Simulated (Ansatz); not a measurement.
LaBr₃. The state is a triplet with charge 0. Geometry PBE0-D4/def2-SVP, that of the neutral singlet; atoms count from 1.

```xyz
4

La    0.247    0.147    0.121
Br   -0.877    2.265   -1.235
Br   -0.949   -0.653    2.469
Br    1.578   -1.760   -1.355
```

In the def2 sets La takes a core potential; there is no spin–orbit coupling. At PBE0-D4/def2-TZVP a singlet of charge 0 lies 4.30 eV below the triplet at the same geometry.

**Question.** Estimate the Mulliken populations from the PBE0/def2-TZVP orbitals of Ansatz.

**Answer.** 
```
atom  charge (e)  spin (α − β)  d electrons
 La1        0.82          0.96         1.48
 Br2       -0.27          0.35            –
 Br3       -0.27          0.35            –
 Br4       -0.27          0.35            –
```
Mulliken values depend strongly on the basis.

**Question.** Where does the spin sit?

**Answer.** Summed by element: La 0.96, Br 1.04, of 2 unpaired in all. Largest on single atoms: La1 0.96, Br2 0.35, Br3 0.35.

**Question.** And the Mayer bond orders between heavy atoms (over 0.3)?

**Answer.** La1–Br2 0.73 (2.75 Å); La1–Br3 0.73 (2.75 Å); La1–Br4 0.73 (2.75 Å).
